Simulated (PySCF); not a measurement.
Si(F)(I)2(OH) (FHI₂OSi), SMILES O[Si](F)(I)I. Atoms are numbered in the order given.

```xyz
6

O     -1.6377    -1.5488    -0.4419
Si    -0.5995    -0.5692     0.3580
F     -0.7762    -0.7508     1.9512
I      1.6342    -1.2345    -0.2424
I     -1.0483     1.7710    -0.1088
H     -2.5733    -1.3172    -0.4252
```
Charge 0, spin multiplicity 1.

Geometry: PBE0-D3(BJ)/def2-SVP. The structure was generated by enumeration, and PubChem lists no compound with its InChIKey, so it may never have been made. The def2 effective core potentials stand for the cores of I; spin–orbit coupling is left out. Other conformers were not sampled.

The numbers are results of HF/def2-TZVP (PySCF), not measurements.

Atomic charges (e):

| atom | Mulliken | Löwdin |
|---|---|---|
| O1 | -0.60 | -0.13 |
| Si2 | 0.94 | -0.45 |
| F3 | -0.38 | -0.04 |
| I4 | -0.14 | 0.23 |
| I5 | -0.17 | 0.19 |
| H6 | 0.36 | 0.19 |

Computed Mayer and Wiberg (Löwdin basis) orders of the bonds:
```json
[
 {"bond": "O1–Si2", "Mayer": "1.18", "Wiberg": "1.68"},
 {"bond": "Si2–F3", "Mayer": "1.01", "Wiberg": "1.63"},
 {"bond": "Si2–I4", "Mayer": "1.16", "Wiberg": "1.67"},
 {"bond": "Si2–I5", "Mayer": "1.12", "Wiberg": "1.63"},
 {"bond": "O1–H6", "Mayer": "0.85", "Wiberg": "1.00"}
]
```
